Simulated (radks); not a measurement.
Values are calculated unless marked as measured or tabulated.
Task: These are the eigenvalues of the occupied orbitals of an atom or ion with whole-number occupations (hartree). Code: a radial shooting solver on a logarithmic mesh with Libxc functionals. Model: scalar-relativistic Kohn-Sham, PBE, spin-polarised, spherical densities, finite nucleus; Fermi nuclear charge, rms radius of each element as measured or else 0.836 A^(1/3) + 0.57 fm.

| orbital | eigenvalue |
|---|---|
| 1s down | -1717.912 |
| 1s up | -1717.912 |
| 2s up | -283.0965 |
| 2s down | -283.0958 |
| 2p up | -252.8416 |
| 2p down | -252.8411 |
| 3s up | -64.34986 |
| 3s down | -64.30457 |
| 3p up | -54.89079 |
| 3p down | -54.84576 |
| 3d up | -42.07052 |
| 3d down | -42.03585 |
| 4s up | -15.07376 |
| 4s down | -14.96527 |
| 4p up | -11.94003 |
| 4p down | -11.83247 |
| 4d up | -7.53567 |
| 4d down | -7.42972 |
| 5s up | -3.85652 |
| 5s down | -3.80668 |
| 5p up | -2.99348 |
| 5p down | -2.95616 |
| 4f up | -2.74581 |

Which element is it, and in what charge state? The configuration may be excited. Open shells, if any, are filled with parallel spins first.

Result: Z = 62, samarium, charge +5: Sm5+ in [Xe] 4f3. The list shows which subshells hold electrons but not how many an open one holds; the 1s level, -1717.9 hartree, gives Z - s = 58.6 by -(Z - s)^2/2, which with screening and relativity narrows Z to a few neighbours, and the depths of the outer levels then fix element, charge and occupations together.
